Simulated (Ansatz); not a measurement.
CH6F2Si2: structure from calculated spectroscopic constants

These gas-phase data were calculated for one isomer of CH6F2Si2 at B3LYP/6-31G* (harmonic, unscaled wavenumbers; equilibrium rotational constants with average atomic masses):

| Item | Value |
| --- | --- |
| rotational constants | 6.038, 1.627, 1.382 GHz |
| all wavenumbers above 1500 cm⁻¹ | 3099, 3049, 2309, 2272, 2252, 2247 |

Candidates:

(1) `F[SiH](F)C[SiH3]`, a singlet
(2) `C[Si](F)(F)[SiH3]`, a singlet
(3) `C[SiH2][SiH](F)F`, a singlet

**Question.** Assign the data to one candidate and say why.

**Answer.** Candidate (1). 4 modes lie between 2000 and 2380 cm⁻¹, one for each Si–H bond, while (2) has 3, (3) has 3.

The same quantities for all candidates:

```tsv
	rotational constants (GHz)	wavenumbers above 1500 cm⁻¹	E above the lowest, B3LYP/6-31G* (kcal/mol)
(1)	6.038, 1.627, 1.382	3099, 3049, 2309, 2272, 2252, 2247	1.5
(2)	3.534, 1.991, 1.936	3128, 3128, 3050, 2257, 2248, 2238	0.0
(3)	4.325, 1.701, 1.597	3136, 3133, 3056, 2263, 2231, 2224	5.3
```

Harmonic stretches to hydrogen usually lie a few per cent above observed fundamentals. Each candidate is one conformer. Programs: Ansatz 0.2.0.
